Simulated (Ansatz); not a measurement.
Species, as SMILES: [SiH] (SiH), doublet.
Atoms: Si1, H2. Bonds: Si1-H2.

Basis-set convergence of the optimised Si1-H2 bond length at PBE0 with Ansatz (an electronic-structure program). All functions are spherical. The program fits the integrals of some runs and decomposes those of others, by size. Open shells are unrestricted. No added dispersion term, no relativity. Reference: the value in aug-cc-pV(5+d)Z, 1.5297 Å, itself unsure by roughly 0.0004 Å (its mean distance from pcseg-4, aug-pcseg-3, aug-cc-pV(Q+d)Z). Deviations are taken from unrounded values.

```
basis        functions  optimised Si1-H2 bond length (Å)  minus reference (Å)
-----------  ---------  --------------------------------  -------------------
pcseg-0             15                            1.5626               0.0328
pcseg-1             23                            1.5387               0.0090
aug-pcseg-1         36                            1.5389               0.0091
pcseg-2             48                            1.5320               0.0022
aug-pcseg-2         73                            1.5307               0.0009
pcseg-3             97                            1.5304               0.0007
aug-pcseg-3        138                            1.5301               0.0004
pcseg-4            166                            1.5299               0.0002
```

The smallest set listed that lies within 0.005 Å of the reference with all its larger relatives (same family, alike in diffuse functions; a set with none counts only in the reference's own line) is pcseg-2 (48 functions, 0.0022 Å off).
